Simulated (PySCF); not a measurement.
Q: Give a GFN2-xTB geometry of InChI=1S/H10Si4/c1-3-4-2/h3-4H2,1-2H3.

A: 
```xyz
14
Si4H10 angstrom
Si     2.150    0.995    0.886
Si     1.276   -0.870   -0.169
Si    -0.998   -1.216    0.182
Si    -2.357    0.549   -0.436
H      3.575    1.225    0.642
H      1.989    0.919    2.341
H      1.456    2.213    0.456
H      1.513   -0.760   -1.619
H      2.059   -2.060    0.200
H     -1.210   -1.513    1.610
H     -1.455   -2.450   -0.478
H     -1.987    1.771    0.284
H     -2.230    0.856   -1.863
H     -3.784    0.341   -0.186
```

Orientation and origin are arbitrary. Atoms count from 1 in this order. Si1 (SiH3 silicon) is distorted tetrahedral (angles from 106.3° to 114.7°). Si2 (SiH2 silicon) is distorted tetrahedral (angles from 102.8° to 114.9°).

Bonds between heavy atoms (Å): Si1–Si2 2.313, Si2–Si3 2.327, Si3–Si4 2.312.

The geometry is computed with GFN2-xTB (gas phase).

Point group: C2 (tolerance 0.08 Å). Whether it is a minimum is left open (no frequencies). One conformer, not necessarily the lowest (Si1–Si2–Si3–Si4 57°).
